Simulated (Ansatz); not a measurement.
Geometry optimisation, RKS PBE/def2-SVP in Ansatz 0.2.0.

input.yaml

```yaml
crystal:
  periodic: [false, false, false]
  atoms:
    - { symbol: Ta, position_ang: [0.0, 0.0, 0.0] }
    - { symbol: Cl, position_ang: [2.82, 0.0, 0.0] }
    - { symbol: Cl, position_ang: [0.0, 0.0, 2.47] }
    - { symbol: F, position_ang: [0.0, 0.0, -1.93] }
    - { symbol: Cl, position_ang: [-1.235, 2.139, 0.0] }
    - { symbol: Cl, position_ang: [-1.235, -2.139, 0.0] }
    - { symbol: O, position_ang: [0.7315, -1.8635, 1.1725] }
    - { symbol: Si, position_ang: [0.0634, -3.4003, 1.0536] }
    - { symbol: H, position_ang: [0.9318, -4.2477, 0.2415] }
    - { symbol: H, position_ang: [-0.0701, -3.9782, 2.3876] }
    - { symbol: H, position_ang: [-1.2529, -3.3124, 0.428] }
    - { symbol: H, position_ang: [1.9721, -1.3075, 0.8227] }
basis:
  gaussian: { orbitals: def2-SVP }
hamiltonian:
  xc: pbe
relax:
  f_tol: 0.15
  max_steps: 25
  restrain:
    - { distance: [0, 6], at: 3.22, k: 30.0 }
    - { distance: [11, 1], at: 2.57, k: 30.0 }
    - { distance: [0, 1], at: 2.47, k: 30.0 }
    - { distance: [11, 6], at: 1.01, k: 30.0 }
```

Command:

```bash
$ ansatz run input.yaml --threads 4 --pin off --max-ram 5120MiB --backend cpu --events-out ev --progress --plain --runs-dir out
```

Q: Where does it end, and by what steps?

A: The forces met the threshold. The restraints hold the end off the free minimum; the threshold counts their pulls, which the force column leaves out. Restrained pairs: Ta1–O7 (2.32 → 3.20 Å), Cl2–H12 (1.76 → 2.57 Å), Ta1–Cl2 (2.82 → 2.44 Å), O7–H12 (1.40 → 0.99 Å). After 14 steps the energy has fallen by 9.336 eV (the restraints' own energy left out); Cl6 moved furthest, 1.88 Å. The start is strongly strained (largest force component 11 eV/Å), so its close contacts needn't be bonds.

| step | energy less start (eV) | largest force component (eV/Å) | accepted |
| --- | --- | --- | --- |
| 0 | 0.0000 | 10.784 | yes |
| 1 | -2.2799 | 8.257 | yes |
| 2 | -4.0910 | 6.302 | yes |
| 3 | -5.9446 | 4.885 | yes |
| 4 | -7.3638 | 2.998 | yes |
| 5 | -8.1429 | 2.122 | yes |
| 6 | -8.6485 | 1.123 | yes |
| 7 | -8.9758 | 1.057 | yes |
| 8 | -9.1443 | 1.037 | yes |
| 9 | -9.2499 | 1.050 | yes |
| 10 | -9.2828 | 1.036 | yes |
| 11 | -9.3018 | 0.976 | yes |
| 12 | -9.3126 | 1.008 | yes |
| 13 | -9.3259 | 1.071 | yes |
| 14 | -9.3360 | 1.047 | yes |

```xyz
12
Properties=species:S:1:pos:R:3
Ta -0.195 0.570 0.083
Cl 2.231 0.360 0.230
Cl -0.189 1.018 2.371
F 0.025 -0.291 -1.591
Cl -0.688 2.645 -0.686
Cl -2.204 -0.557 0.294
O 0.763 -2.345 1.009
Si 0.409 -4.002 1.006
H 1.495 -4.766 0.299
H 0.268 -4.527 2.407
H -0.897 -4.158 0.286
H 1.707 -2.057 0.938
```

The run took 51 s on 4 threads of Arm Neoverse V2, on a shared host, peak memory 0.3 GiB.
